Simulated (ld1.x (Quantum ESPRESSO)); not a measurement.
## N: excitation energies, all-electron against ultrasoft

| Property | Result |
| --- | --- |
| Element | nitrogen |
| Generator | ld1.x (Quantum ESPRESSO) 7.5 |
| Type | ultrasoft |
| Functional | PBE |
| Relativity | non-relativistic |
| Frozen core | [He] |
| Valence charge | 5 |
| Reference configuration | 2s2 2p3 |
| Partial waves | 2s (bound): rcut 1.00, rcutus 1.25 bohr; 2s channel at 2.6 Ry: rcut 1.00, rcutus 1.25 bohr; 2p (bound): rcut 2.30, rcutus 2.55 bohr; 2p channel at 0.6 Ry: rcut 2.30, rcutus 2.55 bohr; 3d channel at -0.05 Ry: rcut 1.95, rcutus 2.40 bohr; 3d channel at 2.2 Ry: rcut 1.95, rcutus 2.40 bohr |
| Local potential | all-electron potential smoothed inside 2.45 bohr (lloc = -1) |
| Core correction | none |
| Augmentation charge | built from norm-conserving waves at rcut, not smoothed further |

Energies are relative to the spin-unpolarised reference configuration 2s2 2p3; without spin polarisation the order of configurations can differ from experiment. Not all tests gave a result: 1 of 7 tests not solved or not reliable. Left out of the table: 2s2 2p1 (solver errors, printed error -173 eV).

Question: Give the all-electron excitation energy and the error of the potential for: 2s2 2p2; 2s2 2p0; 2s1 2p4; 2s1 2p3; 2s2 2p2.5; 2s0 2p5.

Answer:

```
valence configuration  charge  ΔE all-electron (eV)  error AE − PS (meV)
              2s2 2p2      +1                13.597                 -126
              2s2 2p0      +3                89.541                +2594
              2s1 2p4       0                11.477                  -16
              2s1 2p3      +1                25.345                 -460
            2s2 2p2.5    +0.5                 5.096                  -51
              2s0 2p5       0                22.981                  -74
```

A Bessel basis up to 400 Ry misses an occupied level by 0.56 Ry, so cutoffs and ghosts were not judged.
